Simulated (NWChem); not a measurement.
System: C2H6B cation

Input file for NWChem:

```
start job
memory heap 200 mb stack 900 mb global 1100 mb
charge 1
geometry units angstroms noautosym nocenter noautoz
  C      0.000000     0.000000     1.482654
  B      0.000000     0.000000     0.000000
  C      0.000000     0.000000    -1.482654
  H     -0.788294     0.664278     1.872874
  H     -0.181135    -1.014821     1.872874
  H      0.969429     0.350543     1.872874
  H      0.350543     0.969429    -1.872874
  H     -1.014821    -0.181135    -1.872874
  H      0.664278    -0.788294    -1.872874
end
basis spherical
  C library def2-svp
  B library def2-svp
  H library def2-svp
end
dft
  xc xcamb88 1.00 lyp 0.81 vwn_5 0.19 hfexch 1.00
  cam 0.33 cam_alpha 0.19 cam_beta 0.46
  iterations 150
end
property
  efieldgrad
end
task dft property
```

Parts of the log:

```
             Northwest Computational Chemistry Package (NWChem) 7.3.0
             --------------------------------------------------------

                             Geometry "geometry" -> ""
                             -------------------------

 Output coordinates in angstroms (scale by  1.889725989 to convert to a.u.)

  No.       Tag          Charge          X              Y              Z
 ---- ---------------- ---------- -------------- -------------- --------------
    1 C                    6.0000     0.00000000     0.00000000     1.48265400
    2 B                    5.0000     0.00000000     0.00000000     0.00000000
    3 C                    6.0000     0.00000000     0.00000000    -1.48265400
    4 H                    1.0000    -0.78829400     0.66427800     1.87287400
    5 H                    1.0000    -0.18113500    -1.01482100     1.87287400
    6 H                    1.0000     0.96942900     0.35054300     1.87287400
    7 H                    1.0000     0.35054300     0.96942900    -1.87287400
    8 H                    1.0000    -1.01482100    -0.18113500    -1.87287400
    9 H                    1.0000     0.66427800    -0.78829400    -1.87287400

 Effective nuclear repulsion energy (a.u.)      60.9421126404

                              NWChem Property Module
                              ----------------------

  itol2e modified to match energy
  convergence criterion.

                                 NWChem DFT Module
                                 -----------------

 Summary of "ao basis" -> "ao basis" (spherical)
 ------------------------------------------------------------------------------
       Tag                 Description            Shells   Functions and Types
 ---------------- ------------------------------  ------  ---------------------
 C                          def2-svp                 6       14   3s2p1d
 B                          def2-svp                 6       14   3s2p1d
 H                          def2-svp                 3        5   2s1p

  itol2e modified to match energy
  convergence criterion.

[...]

          -----------------------
          Electric field gradient
          -----------------------

 1 a.u. = 0.324123 10**(16) esu/cm**3  ( or statvolts/cm**2 ) = 0.97174 10**(22) v/m**2

 ------------------------------------------------------------
   Atom      X         Y         Z
 ------------------------------------------------------------
    1 C    0.00000   0.00000   2.80181
 ------------------------------------------------------------

 Electric field gradient in molecular frame (a.u.)
         XX             YY             ZZ             XY             XZ             YZ
 ------------------------------------------------------------------------------------------
       -0.012190      -0.012190       0.024380       0.000000       0.000000      -0.000000

 Principal components (a.u.) and orientation
 of principal axis w.r.t. absolute frame                      Asymmetry parameter eta
 --------------------------------------------------------------------------------------
        0.024380      -0.012190      -0.012190                       0.000013

        0.000000       0.984673       0.174410
       -0.000001      -0.174410       0.984673
        1.000000      -0.000000       0.000001

 ------------------------------------------------------------
   Atom      X         Y         Z
 ------------------------------------------------------------
    2 B    0.00000   0.00000   0.00000
 ------------------------------------------------------------

 Electric field gradient in molecular frame (a.u.)
         XX             YY             ZZ             XY             XZ             YZ
 ------------------------------------------------------------------------------------------
       -0.348069      -0.348069       0.696138       0.000000       0.000000      -0.000000

 Principal components (a.u.) and orientation
 of principal axis w.r.t. absolute frame                      Asymmetry parameter eta
 --------------------------------------------------------------------------------------
        0.696138      -0.348069      -0.348069                       0.000000

        0.000000       0.709277       0.704930
       -0.000000      -0.704930       0.709277
        1.000000      -0.000000       0.000000

 ------------------------------------------------------------
   Atom      X         Y         Z
 ------------------------------------------------------------
    3 C    0.00000   0.00000  -2.80181
 ------------------------------------------------------------

 Electric field gradient in molecular frame (a.u.)
         XX             YY             ZZ             XY             XZ             YZ
 ------------------------------------------------------------------------------------------
       -0.012190      -0.012190       0.024381       0.000000       0.000000      -0.000000

 Principal components (a.u.) and orientation
 of principal axis w.r.t. absolute frame                      Asymmetry parameter eta
 --------------------------------------------------------------------------------------
        0.024381      -0.012190      -0.012190                       0.000013

        0.000001      -0.175064       0.984557
       -0.000000       0.984557       0.175064
        1.000000       0.000000      -0.000001

 ------------------------------------------------------------
   Atom      X         Y         Z
 ------------------------------------------------------------
    4 H   -1.48966   1.25530   3.53922
 ------------------------------------------------------------

[...]
```

Level: CAM-B3LYP/def2-SVP. Coordinates come from a B3LYP/6-31G* (spherical d) optimisation. NWChem prints the field gradient with the sign opposite to the second derivative of the potential.
